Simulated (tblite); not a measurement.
Species: C5H10ClFSi (charge -1 and doublet state).
Bonds: C1–C2, C2–C3, C3–Si4, Si4–Cl5, C2–C6, C6–C7, C7–F8. Hydrogens: H9, H10, H11 on C1; H12 on C3; H13, H14 on Si4; H15, H16 on C6; H17, H18 on C7.

The geometry is computed with GFN2-xTB (gas phase). This method treats the open shell by occupation alone, without spin polarisation.

**Question.** List the bond lengths, angles and torsions at this level.

**Answer.** 
```
            bond  length (Å)   order
           C1–C2       1.501  single
           C2–C3       1.384  single
          C3–Si4       1.810  single
         Si4–Cl5       2.378  single
           C2–C6       1.501  single
           C6–C7       1.528  single
           C7–F8       1.393  single
   C1–H9, C1–H10       1.093  single
          C1–H11       1.098  single
          C3–H12       1.087  single
Si4–H13, Si4–H14       1.466  single
  C6–H15, C6–H16       1.094  single
  C7–H17, C7–H18       1.093  single
```

Bonds in one row agree within 0.01 Å and their mean is given. Orders are formal, as drawn. A selection of angles:
```
      angle  degrees
   C2–C1–H9    111.6
  H9–C1–H10    108.0
   C1–C2–C3    122.0
   C1–C2–C6    115.8
   C3–C2–C6    122.0
  C2–C3–Si4    129.5
  C2–C3–H12    115.0
 Si4–C3–H12    115.3
 C3–Si4–Cl5    119.5
 C3–Si4–H13    119.6
 C3–Si4–H14    113.5
Cl5–Si4–H13     91.6
Cl5–Si4–H14     95.1
H13–Si4–H14    113.3
   C2–C6–C7    111.2
  C2–C6–H15    110.3
  C2–C6–H16    110.7
  C7–C6–H15    108.2
 H15–C6–H16    108.2
   C6–C7–F8    111.2
  C6–C7–H17    111.3
  F8–C7–H17    105.8
  F8–C7–H18    107.0
 H17–C7–H18    109.9
```

Torsions: C1–C2–C3–Si4 -173° (antiperiplanar); C2–C3–Si4–Cl5 80° (synclinal); C1–C2–C6–C7 96° (anticlinal); C2–C6–C7–F8 -173° (antiperiplanar). The mirror-image conformer, all signs reversed, is as good.

Si4 (silicon bonded to C, Cl and 2 H) has angles from 91.6° to 119.6°. Of the pairs four or more bonds apart, Si4···H16 is among the closest relative to their van der Waals radii: 3.04 Å, 92 % of the sum of Bondi's values. C3 (carbon bonded to C, Si and H) is planar (angles 129.5°, 115.3° and 115.0°, sum 359.8°, 0.03 Å off the plane of its three neighbours). C2 (carbon bonded to 3 C) is planar (angles 122.0°, 122.0° and 115.8°, sum 359.8°, 0.03 Å off the plane of its three neighbours). The 4 C–C bonds span 1.384 Å (C2–C3, drawn single) to 1.528 Å (C6–C7, drawn single), a spread of 0.144 Å.

Point group: C1 (no symmetry element, even within 0.4 Å). Its GFN2-xTB frequencies are all real (lowest 33 cm⁻¹). Whether the extra electron is bound in the gas phase wasn't checked; a finite basis holds it in any case. 3 starts were optimised and ended at 0.00, 0.09 and 2.82 kcal/mol (GFN2-xTB); the lowest of these is shown.

Time: 1.6 s wall. Hardware: one thread of an Arm Neoverse V2, shared host with 192 logical CPUs at a one-minute load of 90. This is the geometry optimisation.
